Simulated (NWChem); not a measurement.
System: TiNHClF; SMILES [NH]=[Ti]([F])[Cl]

Computed with NWChem. The geometry was optimised at PBE-D3(BJ)/def2-SVP. Level M06-L/def2-SVP: energy and gradient on several grids; changes count from the extra-fine grid, which is no exact limit either.

| grid | size of the energy change (μHa) | largest change of a gradient component (μHa/bohr) |
|---|---|---|
| xcoarse | 10000 | 10000 |
| coarse | 1000 | 300 |
| medium | 90 | 200 |
| fine | < 10 | 300 |
| xfine | < 10 | < 30 |
